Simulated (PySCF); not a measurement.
## Radial density of Br⁺ (bromine, charge +1)

MN15, [Ar] 3d10 4s2 4p4, high-spin 3P determinant. Calculation: PySCF 2.14, in x2c-TZVPall; scalar relativity by spin-free X2C-1e.

| r (bohr) | 4πr²ρ (e/bohr) | 4πr²(ρα − ρβ) |
| --- | --- | --- |
| 0.000643 | 0.2711 | 0.0000 |
| 0.00108 | 0.6654 | 0.0000 |
| 0.00182 | 1.628 | -0.0001 |
| 0.00306 | 3.873 | -0.0002 |
| 0.00515 | 8.704 | -0.0003 |
| 0.00866 | 17.85 | -0.0004 |
| 0.0146 | 31.36 | 0.0003 |
| 0.0245 | 42.52 | 0.0060 |
| 0.0412 | 40.36 | 0.0292 |
| 0.0693 | 35.94 | 0.0800 |
| 0.117 | 49.91 | 0.0873 |
| 0.196 | 39.65 | -0.0177 |
| 0.330 | 29.42 | 0.1574 |
| 0.555 | 31.17 | 0.0979 |
| 0.934 | 8.892 | 0.3013 |
| 1.57 | 4.401 | 1.2979 |
| 2.64 | 1.302 | 0.4996 |
| 4.44 | 0.05922 | 0.0210 |
| 7.47 | 0.0001037 | 0.0000 |

Densities and radii are taken from the X2C orbitals without a picture-change correction, which distorts them close to the nucleus.

**Question.** Where is the radial spin density 4πr²(ρα − ρβ) most negative, and why is it negative at all?

**Answer.** Around r = 0.196 bohr, down to -0.0177 e/bohr: exchange with the open shell polarises the paired shells in an unrestricted calculation.
